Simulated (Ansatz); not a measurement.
`N/C=N/[SiH3]`. Charge 0, multiplicity 1.

```json
{"atom": "N1", "x (Å)": "-1.695", "y (Å)": "-0.336", "z (Å)": "-1.238"}
{"atom": "C2", "x (Å)": "-0.700", "y (Å)": "0.153", "z (Å)": "-0.469"}
{"atom": "N3", "x (Å)": "0.196", "y (Å)": "-0.575", "z (Å)": "0.056"}
{"atom": "Si4", "x (Å)": "1.473", "y (Å)": "0.014", "z (Å)": "1.038"}
{"atom": "H5", "x (Å)": "-2.386", "y (Å)": "0.267", "z (Å)": "-1.642"}
{"atom": "H6", "x (Å)": "-1.736", "y (Å)": "-1.325", "z (Å)": "-1.413"}
{"atom": "H7", "x (Å)": "-0.758", "y (Å)": "1.247", "z (Å)": "-0.353"}
{"atom": "H8", "x (Å)": "1.414", "y (Å)": "1.502", "z (Å)": "1.206"}
{"atom": "H9", "x (Å)": "2.784", "y (Å)": "-0.335", "z (Å)": "0.430"}
{"atom": "H10", "x (Å)": "1.409", "y (Å)": "-0.611", "z (Å)": "2.385"}
```

(1) What are the harmonic wavenumbers in cm⁻¹ at PBE0-D4/def2-TZVP (Ansatz, finite differences of forces, unscaled)? (Estimate.)

(2) Is this a minimum?

(3) Give the ideal-gas thermochemistry at 298.15 K and 1 bar (rigid rotor, harmonic oscillator; point group Cs, symmetry number 1).

Results:

(1) Computed: 110, 148, 177, 190, 471, 629, 700, 712, 812, 940, 954, 960, 1025, 1124, 1302, 1410, 1622, 1762, 2156, 2215, 2223, 2996, 3622, 3765.

(2) Yes, all 24 modes are real.

(3) Zero-point energy 191.5 kJ/mol; H(298) − E = 210.5 kJ/mol; entropy 320.4 J/(mol·K), of which translation 162.6, rotation 103.3, vibration 54.5; G(298) − E = 115.0 kJ/mol.
